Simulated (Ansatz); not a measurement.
Computed with Ansatz on PBE0-D4/def2-TZVP structures; ΔE is electronic, products minus reactants. CCSD(T)/CBS is the MP2 limit (def2-TZVPP, def2-QZVPP) plus CCSD(T) − MP2 in def2-TZVPP, frozen cores. This one scheme is used for every species. DFT in def2-TZVPP. Each species was taken in one conformer, which may not be the lowest.

Consider the substitution at a C–B bond: `CB(N)[SiH2]Cl` + `CB(N)O` → `CNB(C)O` + `NB[SiH2]Cl`.

`CB(N)[SiH2]Cl`:

Cartesian coordinates in Å:
```
C 0.228 -0.152 1.591
B -0.103 0.320 0.133
N -0.442 1.641 -0.142
Si -0.043 -0.975 -1.423
Cl 1.825 -1.881 -1.480
H -0.467 -0.936 1.913
H 1.222 -0.610 1.629
H 0.195 0.652 2.333
H -0.646 1.990 -1.063
H -0.492 2.349 0.575
H -1.038 -2.077 -1.318
H -0.239 -0.322 -2.749
```

`CB(N)O`:

Cartesian coordinates in Å:
```
C -0.498 1.014 -0.414
B 0.052 -0.400 0.021
N 1.053 -0.543 0.994
O -0.428 -1.566 -0.538
H -1.576 1.086 -0.235
H -0.024 1.845 0.112
H -0.350 1.178 -1.487
H 1.405 -1.442 1.273
H 1.474 0.235 1.466
H -1.107 -1.408 -1.194
```

`CNB(C)O`:

Cartesian coordinates in Å:
```
C -1.254 1.386 -0.575
N -0.540 0.137 -0.530
B 0.472 -0.274 0.365
C 1.125 -1.700 0.238
O 0.934 0.533 1.380
H -2.331 1.251 -0.430
H -0.910 2.057 0.215
H -1.103 1.913 -1.524
H -0.816 -0.518 -1.241
H 2.208 -1.615 0.112
H 0.968 -2.274 1.157
H 0.735 -2.289 -0.595
H 0.512 1.393 1.428
```

`NB[SiH2]Cl`:

Cartesian coordinates in Å:
```
N 0.619 1.200 -0.969
B -0.039 0.799 0.181
Si -0.253 -1.161 0.595
Cl -2.274 -1.608 0.710
H 0.743 2.168 -1.221
H 1.010 0.561 -1.642
H -0.477 1.643 0.909
H 0.350 -1.557 1.896
H 0.321 -2.046 -0.459
```

| level | ΔE (kJ/mol) |
| --- | --- |
| PBE | 84.5 |
| HF/def2-QZVPP | 79.2 |

Q: What does CCSD(T)/CBS give? (Estimate.)

A: The calculation gave: +86.6 kJ/mol. The listed levels differ from it by -2.1, -7.4 kJ/mol.

Largest T1 diagnostic among the species: 0.012.

In def2-TZVPP, CCSD(T) changes the Hartree–Fock value by +4.9 kJ/mol (the triples alone add +0.1 kJ/mol) and MP2 by +9.7 kJ/mol.
